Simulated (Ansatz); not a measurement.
System: HSiOF, charge 0, singlet. HSiOF (SMILES O[Si]F).
B3LYP-D3(BJ)/def2-TZVP minimum from Ansatz (a first-principles code):
```xyz
4

Si    -0.0135    -0.0091     0.6102
F     -0.7000     1.0493    -0.4186
O      0.7270    -1.0491    -0.4244
H      0.6724    -0.9234    -1.3804
```
Charge 0, spin multiplicity 1.

Quantity: atomisation energy (electronic, to ground-state atoms), in kJ/mol. Open shells are spin-unrestricted; no spin-orbit coupling. Correlated methods leave the cores frozen. Rows without X2C or -DK are non-relativistic. CBS(X,Y): correlation extrapolated as X^-3, Hartree-Fock from the larger set (Q,5: extrapolated as (X+1)exp(-9√X)). A bracket is a step between two methods taken in the basis named. Functionals run without relativity, which enters their misses. Double hybrids freeze cores in their MP2 part. 'core' is core correlation in cc-pwCVTZ (1s frozen past Ne), 'X2C' scalar relativity in cc-pVTZ-DK, both at CCSD(T). For partners of very few electrons the exact lower level stands in for a higher one.

Compared with CCSD(T)/CBS(cc-pV(Q+d)Z,cc-pV(5+d)Z) + [CCSDT(Q) - CCSD(T)]/cc-pV(T+d)Z + core + X2C (Ansatz): 1600.2 kJ/mol.

Costs are rough ratios of core time, to one figure, on one kind of shared machine, summed over the single points of the molecules; atoms, geometries and frequencies are left out. The first row took roughly 2 core seconds; short runs hold start-up time.

```
level                                 program  cost relative to the first row
------------------------------------  -------  ------------------------------
PBE0/def2-TZVPD                        Ansatz                               1
r2SCAN/def2-TZVPD                      Ansatz                               1
CAM-B3LYP/def2-TZVPD                   Ansatz                               1
B2GP-PLYP/def2-TZVPD                   Ansatz                               2
CCSD(T)/CBS(cc-pV(T+d)Z,cc-pV(Q+d)Z)   Ansatz                              20
CCSDT(Q)/cc-pV(D+d)Z                   Ansatz                              30
CCSDT(Q)/cc-pV(T+d)Z                   Ansatz                             500
```

Question: Among the rows that cost no more than B2GP-PLYP/def2-TZVPD, which comes nearest?

Answer: CAM-B3LYP/def2-TZVPD.
```tsv
level	difference (kJ/mol)
PBE0/def2-TZVPD	-53.9
r2SCAN/def2-TZVPD	-27.4
CAM-B3LYP/def2-TZVPD	-13.9
B2GP-PLYP/def2-TZVPD	-37.3
CCSD(T)/CBS(cc-pV(T+d)Z,cc-pV(Q+d)Z)	-1.7
CCSDT(Q)/cc-pV(D+d)Z	-202.9
CCSDT(Q)/cc-pV(T+d)Z	-64.7
```
